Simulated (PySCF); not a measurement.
Si(H)2(Me)2 (C₂H₈Si), SMILES C[SiH2]C. Atoms are numbered in the order given.

```xyz
11

Si     0.0000     0.0000    -0.5500
C      1.5525     0.0000     0.5124
C     -1.5525     0.0000     0.5124
H      0.0000     1.2076    -1.4373
H      0.0000    -1.2076    -1.4373
H      1.5877    -0.8906     1.1608
H      2.4626     0.0000    -0.1083
H      1.5877     0.8906     1.1608
H     -2.4626     0.0000    -0.1083
H     -1.5877    -0.8906     1.1608
H     -1.5877     0.8906     1.1608
```

Geometry optimised at r2SCAN-D4/def2-SVP. The isomer is the one that the SMILES or the coordinates give; other isomers of the formula were not compared.

These are PySCF with PBE/def2-TZVPD values and carry that method's errors.

Symmetry labels are those of the subgroup C2v that the program uses (full group C2v).

Q: List the valence orbital energies around the gap with their symmetry. (An estimate is asked for; the answer gives what the named calculation found.)

A: 
```csv
orbital,symmetry,energy (eV)
HOMO−7,A1,-12.07
HOMO−6,B2,-10.11
HOMO−5,A1,-10.02
HOMO−4,B1,-9.56
HOMO−3,A2,-9.56
HOMO−2,B2,-7.62
HOMO−1,A1,-7.59
HOMO,B1,-7.51
LUMO,A1,-0.32
LUMO+1,B1,-0.08
LUMO+2,A1,0.46
LUMO+3,A1,0.86
```
